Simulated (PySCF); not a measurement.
# Radial density of Zn⁺ (zinc, charge +1)

TPSS, [Ar] 3d10 4s1, 2S determinant. Computed with PySCF 2.14 in x2c-QZVPPall (11s7p6d4f2g, 108 functions), with scalar relativity by spin-free X2C-1e.

```csv
r (bohr),4πr²ρ (e/bohr),4πr²(ρα − ρβ)
0.000963,0.3131,0.0001
0.00162,0.7880,0.0004
0.00272,1.937,0.0009
0.00458,4.579,0.0021
0.00771,10.09,0.0046
0.0130,19.72,0.0086
0.0218,31.52,0.0123
0.0367,36.63,0.0089
0.0617,30.40,-0.0012
0.104,33.52,0.0125
0.175,41.41,0.0175
0.294,22.32,-0.0496
0.494,23.46,-0.0063
0.831,17.27,-0.0568
1.40,4.157,0.3458
2.35,0.8900,0.4885
3.95,0.1008,0.0864
6.65,0.001389,0.0014
```

Densities and radii are taken from the X2C orbitals without a picture-change correction, which distorts them close to the nucleus.

Question: Where is the radial spin density 4πr²(ρα − ρβ) most negative, and why is it negative at all?

Answer: Around r = 0.831 bohr, down to -0.0568 e/bohr: exchange with the open shell polarises the paired shells in an unrestricted calculation.
